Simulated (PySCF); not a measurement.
Spinor energies of Ru¹⁶⁺ (ruthenium, charge +16)

Start: [Ar] 3d10. Calculated with PySCF 2.14 in an even-tempered Gaussian basis (20 s from 0.48 bohr⁻², ratio 2.6; 15 p from 0.62 bohr⁻², ratio 2.6; 10 d from 0.62 bohr⁻², ratio 2.6; 6 f from 0.64 bohr⁻², ratio 2.8): generalised Hartree-Fock with the X2C-1e Hamiltonian and a Gaussian nucleus; spin-orbit coupling (SO) screened by Boettger's factors.

| spinor shell | electrons | ε, screened SO (eV) | weight of nominal j (screened SO) | rms radius, screened SO (bohr) |
| --- | --- | --- | --- | --- |
| 1s1/2 | 2 | -22631.2 | 1.000 | 0.0384 |
| 2s1/2 | 2 | -3663.0 | 1.000 | 0.158 |
| 2p1/2 | 2 | -3406.9 | 1.000 | 0.137 |
| 2p3/2 | 4 | -3273.9 | 1.000 | 0.142 |
| 3s1/2 | 2 | -979.48 | 1.000 | 0.424 |
| 3p1/2 | 2 | -878.58 | 1.000 | 0.420 |
| 3p3/2 | 4 | -854.56 | 1.000 | 0.429 |
| 3d3/2 | 4 | -678.41 | 1.000 | 0.405 |
| 3d5/2 | 6 | -673.76 | 1.000 | 0.408 |

```json
{"quantity": "E (hartree)", "screened SO": "-4434.11468"}
{"quantity": "M_J", "screened SO": "0"}
{"quantity": "⟨J²⟩", "screened SO": "0.000"}
{"quantity": "⟨L²⟩", "screened SO": "0.007"}
{"quantity": "⟨S²⟩", "screened SO": "0.007"}
```

Breit and QED terms are absent; they matter most for the inner s and p1/2 levels.

Densities and radii are taken from the X2C orbitals without a picture-change correction, which distorts them close to the nucleus.
